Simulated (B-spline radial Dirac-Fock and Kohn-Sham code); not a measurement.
Method: relaxed Dirac-Fock hole states (ΔSCF) with Breit and QED corrections and a finite nucleus. Computed with a radial atomic solver. Free neutral atoms.

Task: Order these X-ray lines by photon energy, lowest first.
A. Er Mζ2
B. Sr Lα1
C. Pb Mα1
D. Dy Mγ
E. Zr Lℓ
F. W Mγ

Result: A (1081.3 eV), D (1517.1 eV), E (1789.9 eV), B (1808.2 eV), F (2037.0 eV), C (2348.2 eV).
